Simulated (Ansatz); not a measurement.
Geometry optimisation, Ansatz 0.2.0, RKS PBE-D4/def2-SVP.

The input (input.yaml):

```yaml
crystal:
  periodic: [false, false, false]
  atoms:
    - { symbol: Zr, position_ang: [0.0, 0.0, 0.0] }
    - { symbol: Cl, position_ang: [0.0, 0.0, 2.87] }
    - { symbol: O, position_ang: [1.952, 0.0, -0.6893] }
    - { symbol: H, position_ang: [2.2684, -0.9521, -0.806] }
    - { symbol: O, position_ang: [-0.975, 1.6891, -0.6893] }
    - { symbol: H, position_ang: [-1.9328, 1.4584, -0.9117] }
    - { symbol: O, position_ang: [-0.975, -1.6891, -0.6893] }
    - { symbol: H, position_ang: [-1.4296, -2.1548, 0.0831] }
    - { symbol: Br, position_ang: [1.5733, 2.3727, 0.946] }
    - { symbol: H, position_ang: [0.8779, 1.3239, 2.3396] }
basis:
  gaussian: { orbitals: def2-SVP }
hamiltonian:
  xc: pbe
  dispersion: d4
relax:
  f_tol: 0.15
  max_steps: 25
  restrain:
    - { distance: [0, 8], at: 3.9, k: 30.0 }
    - { distance: [9, 1], at: 2.57, k: 30.0 }
    - { distance: [0, 1], at: 2.52, k: 30.0 }
    - { distance: [9, 8], at: 1.55, k: 30.0 }
```

Run as:

```bash
$ ansatz run input.yaml --threads 4 --pin off --max-ram 5120MiB --backend cpu --events-out ev --progress --plain --runs-dir out
```

**Question.** Where does it end, and by what steps?

**Answer.** The run converged. The restraints hold the end off the free minimum. After 18 steps the energy has fallen by 2.049 eV (the restraints' own energy left out); H8 moved furthest, 0.90 Å.

```csv
step,energy less start (eV),largest force component (eV/Å),accepted
0,0.0000,2.657,yes
1,-0.1412,3.654,yes
2,-0.4462,4.950,yes
3,-1.1400,3.818,yes
4,-1.6633,0.930,yes
5,-1.8078,0.838,yes
6,-1.9086,0.823,yes
7,-1.9648,0.907,yes
8,-1.9059,1.368,no
9,-1.9865,0.914,yes
10,-2.0101,0.912,yes
11,-1.9622,1.314,no
12,-2.0238,0.877,yes
13,-2.0312,0.866,yes
14,-2.0384,0.861,yes
15,-2.0449,0.870,yes
16,-2.0282,0.913,no
17,-2.0474,0.866,yes
18,-2.0489,0.868,yes
```

```xyz
10
Properties=species:S:1:pos:R:3
Zr -0.204 -0.341 0.216
Cl -0.080 -0.148 2.702
O 1.559 -0.513 -0.518
H 2.416 -0.364 -0.938
O -1.140 1.166 -0.513
H -1.399 1.995 -0.936
O -1.194 -1.933 -0.196
H -1.650 -2.676 -0.613
Br 1.809 2.884 1.092
H 1.242 1.978 2.157
```

Time of the run: 47 s on 4 threads of Arm Neoverse V1 (shared host), peak memory 0.23 GiB.
